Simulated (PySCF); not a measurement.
## Telling isomers of C₉H₁₂ apart by NMR

All values are calculated (PySCF 2.14.0 with density-fitted response routines): PBE0/pcSseg-1 with gauge-including orbitals, GFN2-xTB structure. A single conformation, gas phase, no relativistic terms, one averaged value for each set of equivalent atoms.

Scale: TMS for ¹H (σref 31.72) and ¹³C (σref 186.93) (reference shieldings calculated alike). Where no couplings were computed, multiplicities follow the n + 1 count of equivalent neighbours, and m marks all less simple cases (inequivalent or close neighbours, rings, F or P nearby). Shifts are as computed. Against solution values, carbons near 30 ppm lie about +3 ppm off and those near 130 ppm about +5 ppm. Of 1211 compounds with measured shifts, 218 miss one by over three times the rms of a fit or turn the order of signals round; such compounds aren't used in these exercises.

(1) Tabulate the signals of `C=C[C@@H]1C=CCC=C1C`, `CC1=C[C@@H]2C[C@H]1C=C2C` and their relative energies.

(2) What is the quickest way to tell C=C[C@@H]1C=CCC=C1C from CC1=C[C@@H]2C[C@H]1C=C2C?

Results:

(1) 
```tsv
SMILES	carbon types	δC	δH	E rel. (kcal/mol)
C=C[C@@H]1C=CCC=C1C	1×C 5×CH 2×CH2 1×CH3	150.2, 142.6, 136.3, 132.2, 126.4, 119.9, 52.6, 32.0, 24.4	6.06 (m, 1H), 6.06 (m, 1H), 5.80 (m, 1H), 5.63 (m, 1H), 5.31 (m, 1H), 5.16 (m, 1H), 3.03 (m, 1H), 2.96 (m, 1H), 2.78 (m, 1H), 1.86 (s, 3H)	0.1
CC1=C[C@@H]2C[C@H]1C=C2C	2×C 4×CH 1×CH2 2×CH3	166.1, 140.7, 77.7, 57.9, 20.1	6.54 (d, 2H), 2.91 (m, 2H), 2.09 (m, 2H), 2.03 (s, 6H)	0.0
```

Energies are electronic energies at PBE0/pcSseg-1 on these geometries, without zero-point or thermal terms, each for the one conformer computed, which needn't be the lowest.

(2) Count the carbon signals: 9 against 5. The first has an allylic sp3 CH2 at 32.0 ppm, the second an sp3 CH2 in a ring at 77.7 ppm. Their most deshielded carbons lie at 150.2 and 166.1 ppm. In the proton spectra the most deshielded non-exchanging signals are 6.06 (m, 1H) and 6.54 (d, 2H).
